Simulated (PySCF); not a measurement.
Work out the structure from these simulated measurements.

Formula: C6H6F2.

| Property | Result |
| --- | --- |
| NMR, other nuclei | isotropic shieldings of nuclei other than C and H, by class: 288 (1 F), 355 (1 F) ppm [GIAO B3LYP/pcSseg-1] |
| Valence photoelectron | vertical ionisation energy: 8.90 eV [ΔSCF CAM-B3LYP/def2-SVPD] |
| UV, first state | lowest singlet excitation: 4.89 eV (254 nm, f = 0.138) [TDDFT CAM-B3LYP/def2-SVPD] |
| Polarisability | 69.2 au [CAM-B3LYP/def2-SVPD] |
| UV, strongest line | among the 10 lowest singlet transitions: S9 at 7.97 eV (156 nm, f = 0.341) [TDDFT CAM-B3LYP/def2-SVPD] |
| Rotational structure | rotational constants A, B, C: 3.935, 1.574, 1.325 GHz [PBE0-D3(BJ)/def2-SVP] |
| 1H NMR | chemical shifts (computed TMS as zero) by class: 6.30 (1 H), 6.18 (1 H), 5.43 (1 H), 4.62 (1 H), 2.83 (1 H), 2.46 (1 H) ppm [GIAO B3LYP/pcSseg-1] |
| Triplet | lowest triplet excitation (Tamm–Dancoff): 2.87 eV [TDA CAM-B3LYP/def2-SVPD] |
| 13C NMR | chemical shifts (computed TMS as zero) by class: 166.5 (1 C), 135.5 (1 C), 133.2 (1 C), 108.1 (1 C), 82.5 (1 C), 33.3 (1 C) ppm [GIAO B3LYP/pcSseg-1] |

The electronic properties come from PySCF, for the isolated species, density fitting. Levels stand in brackets. Isolated species at its PBE0-D3(BJ)/def2-SVP geometry (one conformer only). NMR values are class means; diastereotopic atoms form classes of their own.

Problem. Propose a structure and show how it fits.

Solution. Numbering: `[F:1][C:2]1=[CH:3][CH2:4][C@H:5]([F:6])[CH:7]=[CH:8]1`. Its formula, C6H6F2, gives 3 degrees of unsaturation: 1 ring and 2 π bonds in the structure found. 6 carbons fall into 6 classes; from least to most shielded: vinylic C–F carbon [C2] (166.5 ppm), alkene CH carbon [C8] (135.5 ppm), alkene CH carbon [C7] (133.2 ppm), alkene CH carbon [C3] (108.1 ppm), sp3 C–F carbon [C5] (82.5 ppm), allylic carbon [C4] (33.3 ppm). Hydrogen classes from least to most shielded: 1 H on an alkene CH carbon, C8 (6.30 ppm), 1 H on an alkene CH carbon, C7 (6.18 ppm), 1 H on an alkene CH carbon, C3 (5.43 ppm), 1 H on an sp3 C–F carbon, C5 (4.62 ppm), 1 H on an allylic carbon, C4 (2.83 ppm), 1 H on an allylic carbon, C4 (2.46 ppm). The other shieldings belong to: 288 ppm, vinyl fluorine [F1]; 355 ppm, alkyl fluorine [F6]. S1 is mainly HOMO→LUMO (weight 0.98); the largest Löwdin shares of the orbital it empties are 0.28 on an alkene CH carbon, 0.20 on the vinylic C–F carbon, 0.18 on an alkene CH carbon and 0.11 on an alkene CH carbon, of the orbital it fills 0.24 on an alkene CH carbon, 0.21 on an alkene CH carbon, 0.16 on an alkene CH carbon and 0.13 on the vinylic C–F carbon. By its constants the optimised geometry is an asymmetric top. Structure: `FC1=CC[C@H](F)C=C1`. Computed isomers that give other values at the same levels: `C=C(F)/C=C/C=C\F` (13C chemical shifts (computed TMS as zero) by class: 173.1 (1 C), 160.2 (1 C), 129.4 (1 C), 129.0 (1 C), 118.0 (1 C), 99.2 (1 C) ppm); `C=C(F)/C=C\C=C/F` (13C chemical shifts (computed TMS as zero) by class: 175.8 (1 C), 160.2 (1 C), 129.1 (1 C), 125.2 (1 C), 116.0 (1 C), 101.7 (1 C) ppm); `C=C(F)/C=C/C=C/F` (13C chemical shifts (computed TMS as zero) by class: 172.8 (1 C), 165.6 (1 C), 131.5 (1 C), 129.7 (1 C), 120.1 (1 C), 98.4 (1 C) ppm). The assignments are read from this structure; whether some other isomer fits the data as well wasn't checked. The mirror image fits equally.
